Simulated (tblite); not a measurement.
Record of a relaxation.

Compound: C8H8B (doublet state).
Numbering: `[CH:1]#[C:2]/[CH:3]=[CH:4]/[CH2:5][BH:6][C:7]#[C:8][CH2:9]` (hydrogens: H10 on C1; H11 on C3; H12 on C4; H13, H14 on C5; H15 on B6; H16, H17 on C9)
Bond orders are those of one Lewis drawing.

Computed with GFN2-xTB (tblite), gas phase: L-BFGS steps from a force-field or distance-geometry start until the largest atomic force falls under 0.01 eV/Å. 7 of its 116 geometries are shown.

Step 0: E = -603.4979 eV, largest atomic force 5.635 eV/Å
```
atom  x, y, z in Å  |  force x, y, z in eV/Å
C1      4.318    0.013    1.883   -1.537  -0.076  -1.500
C2      3.461   -0.029    1.011    1.746   0.057   1.692
C3      2.496   -0.101    0.000    0.262   0.134  -0.278
C4      1.182   -0.096    0.208    0.327  -0.319   0.374
C5      0.280   -0.176   -0.955   -0.855  -0.248  -1.164
B6     -0.639    1.126   -0.957   -1.166   0.129   0.395
C7     -2.101    0.998   -0.526    3.029   0.503  -0.836
C8     -3.248    0.893   -0.176   -5.460  -0.301   1.359
C9     -4.666    0.754    0.233    3.772  -1.352  -1.333
H10     5.029    0.055    2.656   -0.048   0.006  -0.097
H11     2.829   -0.145   -1.034    0.340  -0.001   0.203
H12     0.828   -0.061    1.240   -0.291   0.003  -0.475
H13    -0.391   -1.056   -0.935    0.450   0.144   0.261
H14     0.864   -0.259   -1.918   -0.376   0.128   0.979
H15    -0.220    2.192   -1.220    0.016  -0.130  -0.040
H16    -4.703    0.065    1.085   -0.397   0.692  -0.123
H17    -5.324    0.489   -0.605    0.188   0.632   0.585
```

Step 19: E = -604.3676 eV, largest atomic force 0.200 eV/Å
```
atom  x, y, z in Å  |  force x, y, z in eV/Å
C1      4.308    0.014    1.906   -0.013   0.000  -0.009
C2      3.465   -0.033    1.051    0.052   0.037  -0.033
C3      2.536   -0.076   -0.008    0.015   0.005  -0.006
C4      1.214   -0.106    0.162   -0.002  -0.092   0.043
C5      0.221   -0.164   -0.940   -0.026  -0.017  -0.050
B6     -0.682    1.157   -0.951   -0.147   0.134   0.024
C7     -2.085    1.017   -0.529   -0.054   0.028  -0.046
C8     -3.260    0.759   -0.212    0.069   0.045   0.119
C9     -4.525    0.521    0.150    0.022  -0.013  -0.018
H10     5.037    0.058    2.660   -0.042  -0.012   0.003
H11     2.965   -0.101   -1.002    0.032   0.037  -0.025
H12     0.804   -0.104    1.162   -0.016   0.028   0.079
H13    -0.409   -1.044   -0.817    0.012  -0.122   0.064
H14     0.724   -0.239   -1.902    0.156  -0.086  -0.073
H15    -0.211    2.166   -1.322   -0.069  -0.016   0.013
H16    -4.771    0.041    1.084    0.079  -0.039  -0.101
H17    -5.336    0.794   -0.501   -0.067   0.084   0.018
```

Step 38: E = -604.4089 eV, largest atomic force 0.043 eV/Å
```
atom  x, y, z in Å  |  force x, y, z in eV/Å
C1      4.284    0.027    1.914    0.009   0.011   0.013
C2      3.476    0.022    1.024   -0.009   0.014   0.004
C3      2.544   -0.018   -0.029   -0.025   0.009  -0.021
C4      1.226   -0.104    0.162   -0.030  -0.015  -0.012
C5      0.229   -0.214   -0.938   -0.023  -0.011  -0.022
B6     -0.686    1.110   -0.971    0.028  -0.028   0.004
C7     -2.084    0.993   -0.532    0.003   0.023  -0.013
C8     -3.265    0.789   -0.204   -0.006  -0.019  -0.008
C9     -4.531    0.553    0.147   -0.001   0.014   0.020
H10     4.985    0.039    2.692    0.030   0.009   0.029
H11     2.961   -0.010   -1.028    0.026   0.007  -0.023
H12     0.831   -0.108    1.169   -0.008  -0.006   0.009
H13    -0.384   -1.100   -0.762    0.008  -0.006  -0.022
H14     0.751   -0.338   -1.889   -0.015  -0.010   0.003
H15    -0.230    2.118   -1.359    0.010   0.001   0.035
H16    -4.761   -0.160    0.920   -0.020   0.000   0.011
H17    -5.354    1.063   -0.326    0.023   0.007  -0.006
```

Step 58: E = -604.4183 eV, largest atomic force 0.062 eV/Å
```
atom  x, y, z in Å  |  force x, y, z in eV/Å
C1      4.251    0.098    1.916    0.006   0.008   0.002
C2      3.447    0.078    1.022   -0.019  -0.001   0.002
C3      2.527    0.011   -0.040   -0.008  -0.007  -0.010
C4      1.214   -0.166    0.130   -0.019  -0.004   0.004
C5      0.232   -0.284   -0.980   -0.004  -0.006   0.011
B6     -0.658    1.056   -0.942    0.027  -0.031  -0.019
C7     -2.063    0.945   -0.529    0.012   0.026  -0.005
C8     -3.248    0.768   -0.203    0.000   0.022   0.022
C9     -4.521    0.601    0.162   -0.010   0.006  -0.049
H10     4.951    0.122    2.696    0.005   0.016   0.014
H11     2.955    0.076   -1.034    0.004  -0.003  -0.006
H12     0.803   -0.210    1.131    0.039  -0.042   0.019
H13    -0.390   -1.167   -0.817    0.028  -0.004  -0.028
H14     0.758   -0.400   -1.929   -0.036   0.038   0.017
H15    -0.166    2.085   -1.211    0.012   0.002  -0.024
H16    -4.794   -0.155    0.876   -0.028  -0.030   0.046
H17    -5.306    1.204   -0.259   -0.008   0.010   0.004
```

Step 77: E = -604.4278 eV, largest atomic force 0.021 eV/Å
```
atom  x, y, z in Å  |  force x, y, z in eV/Å
C1      4.212    0.198    1.923   -0.003  -0.009  -0.011
C2      3.423    0.103    1.021   -0.004   0.013   0.010
C3      2.514    0.013   -0.050   -0.009  -0.001   0.003
C4      1.221   -0.288    0.103   -0.004   0.012  -0.005
C5      0.239   -0.350   -1.012   -0.004  -0.008  -0.004
B6     -0.633    0.999   -0.901    0.005  -0.011   0.006
C7     -2.041    0.919   -0.486    0.011  -0.004   0.005
C8     -3.236    0.790   -0.170    0.004  -0.005   0.002
C9     -4.520    0.663    0.173    0.015   0.007  -0.010
H10     4.899    0.280    2.711   -0.009  -0.007  -0.005
H11     2.930    0.195   -1.034   -0.011   0.009   0.014
H12     0.827   -0.463    1.097    0.016   0.000  -0.013
H13    -0.381   -1.242   -0.911   -0.006  -0.003   0.004
H14     0.762   -0.397   -1.968    0.004   0.006   0.005
H15    -0.113    2.023   -1.139   -0.015  -0.002  -0.005
H16    -4.843   -0.117    0.841    0.007  -0.004   0.017
H17    -5.269    1.335   -0.209    0.002   0.007  -0.014
```

Step 96: E = -604.4303 eV, largest atomic force 0.025 eV/Å
```
atom  x, y, z in Å  |  force x, y, z in eV/Å
C1      4.192    0.204    1.930   -0.004  -0.008  -0.008
C2      3.402    0.134    1.027   -0.002   0.000  -0.003
C3      2.496    0.056   -0.047   -0.015   0.002  -0.001
C4      1.217   -0.311    0.093    0.021  -0.002   0.009
C5      0.244   -0.377   -1.029    0.001   0.003   0.008
B6     -0.623    0.974   -0.904   -0.004   0.006  -0.005
C7     -2.017    0.903   -0.448   -0.004  -0.005  -0.009
C8     -3.215    0.787   -0.136   -0.006   0.000  -0.008
C9     -4.506    0.682    0.187   -0.003   0.004  -0.002
H10     4.879    0.264    2.721   -0.009   0.003  -0.004
H11     2.898    0.299   -1.024    0.006   0.004   0.024
H12     0.833   -0.542    1.078    0.004   0.001  -0.008
H13    -0.374   -1.270   -0.935    0.001  -0.004  -0.005
H14     0.773   -0.412   -1.982   -0.004  -0.004  -0.002
H15    -0.115    1.995   -1.178   -0.001  -0.001  -0.002
H16    -4.851   -0.068    0.879    0.010   0.009  -0.002
H17    -5.239    1.343   -0.243    0.010  -0.010   0.017
```

Step 115: E = -604.4318 eV, largest atomic force 0.009 eV/Å
```
atom  x, y, z in Å  |  force x, y, z in eV/Å
C1      4.169    0.207    1.948    0.001   0.003  -0.001
C2      3.380    0.157    1.042   -0.004  -0.003   0.000
C3      2.479    0.093   -0.036    0.001  -0.001  -0.003
C4      1.217   -0.333    0.082   -0.003   0.004   0.004
C5      0.251   -0.399   -1.046   -0.001  -0.002  -0.001
B6     -0.619    0.951   -0.933    0.002   0.001  -0.002
C7     -2.014    0.887   -0.479   -0.004   0.000   0.002
C8     -3.208    0.791   -0.148    0.007  -0.004   0.005
C9     -4.491    0.701    0.210    0.003   0.000   0.003
H10     4.855    0.255    2.740   -0.005   0.001   0.003
H11     2.875    0.396   -0.999    0.000  -0.005   0.007
H12     0.840   -0.617    1.057    0.001   0.003  -0.006
H13    -0.364   -1.294   -0.957   -0.005  -0.001  -0.006
H14     0.785   -0.432   -1.996    0.004   0.001  -0.001
H15    -0.111    1.970   -1.214    0.000   0.002  -0.006
H16    -4.819   -0.033    0.927    0.002   0.001  -0.002
H17    -5.231    1.361   -0.208    0.001   0.001   0.003
```

Question: Summarise the path.

Answer: The energy falls by 21.54 kcal/mol from step 0 to step 115; nine tenths of that is first reached at step 13. It rises by more than 0.2 meV at step 3. The largest force goes from 5.635 to 0.009 eV/Å. Among the bonds C8–C9 changes most, from 1.482 to 1.335 Å; the atoms move by 0.362 Å rms after alignment.

What follows is the cost of the whole relaxation. Hardware: one thread, Arm Neoverse V1 (aarch64), no GPU, shared host with 32 logical CPUs at a one-minute load of 5.3. Cost: 0.74 s of wall time.
